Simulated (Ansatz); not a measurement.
Consider the ligand exchange at a Ge–O bond: `[OH][Ge][O][SiH3]` + NH₃ → `[NH2][Ge][O][SiH3]` + H₂O.

Isolated molecules relaxed with PBE0-D4/def2-TZVP in Ansatz; ΔE leaves out vibrations. CCSD(T)/CBS adds triple-zeta CCSD(T) − MP2 to the extrapolated MP2 energy (def2 sets, frozen cores). This one scheme is used for every species. Functionals use def2-TZVPP. For Ge outer-core shells are correlated without core-valence functions, which leaves a few kJ/mol of doubt a bond. Scalar relativity is left out up to krypton. Each species was taken in one conformer, which may not be the lowest.

```json
{"level": "PBE0-D4", "ΔE (kJ/mol)": "25.1"}
{"level": "PBE-QIDH", "ΔE (kJ/mol)": "25.1"}
{"level": "PBE", "ΔE (kJ/mol)": "30.0"}
{"level": "r2SCAN", "ΔE (kJ/mol)": "28.8"}
{"level": "r2SCAN0", "ΔE (kJ/mol)": "26.1"}
{"level": "MP2/def2-SVP", "ΔE (kJ/mol)": "27.8"}
{"level": "CCSD/def2-SVP", "ΔE (kJ/mol)": "27.8"}
{"level": "CCSD/def2-TZVPP", "ΔE (kJ/mol)": "26.2"}
```

(1) What does CCSD(T)/CBS give? (Best estimate.)

(2) What do rigid-rotor, harmonic-oscillator terms from PBE0-D4/def2-TZVP frequencies (298.15 K, 1 bar) make of the CCSD(T)/CBS value? (An estimate is asked.)

Largest T1 diagnostic among the species: 0.015.

Answers

(1) Ansatz gave: +23.8 kJ/mol. The listed levels differ from it by 1.3, 1.3, 6.2, 5.0, 2.3, 4.0, 4.0, 2.4 kJ/mol.

(2) Computed: ΔZPE = -2.7 kJ/mol, ΔH = +22.0 kJ/mol, ΔS = 1 J/(mol·K), ΔG = +21.6 kJ/mol.

At CCSD(T), def2-SVP lies +4.1 kJ/mol from the extrapolated value and def2-TZVPP +2.5 kJ/mol. From PBE to PBE0 (25 % exact exchange), in def2-TZVPP and without D4, ΔE moves by −3.4 kJ/mol. In def2-TZVPP, CCSD(T) changes the Hartree–Fock value by −3.2 kJ/mol (the triples alone add +0.2 kJ/mol) and MP2 by −4.0 kJ/mol.
